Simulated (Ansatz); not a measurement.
Mulliken charges of `Cl[CH2][AlH][Cl]` from PBE/def2-TZVPP in Ansatz (PBE0-D4/def2-TZVP geometry).

```
atom   x (Å)   y (Å)   z (Å)  charge (e)
 Cl1  -1.525   0.558   0.696      -0.078
  C2  -0.027   0.924  -0.333      -0.294
 Al3   0.432  -0.871   0.261       0.462
 Cl4  -0.049  -2.455  -1.031      -0.249
  H5  -0.392   1.108  -1.340       0.143
  H6   0.425   1.813   0.097       0.141
  H7   1.198  -1.144   1.604      -0.125
```

Problem. By hand: the dipole of these point charges (1 e Å = 4.8032 D).

Solution. Σ q r = (0.193, 0.451, 0.042) e Å, of length 0.492 e Å = 2.36 D.

Problem. How does the dipole of the full density compare? (An estimate is asked.)

Solution. The calculation gave: (0.099, 0.474, -0.015) e Å, 2.33 D; the point charges give 1.01 times that, at 13° from its direction.

Point charges leave out the atoms' own dipoles, such as those of lone pairs, and Mulliken's split depends on the basis, so the close match here is no proof of good charges.
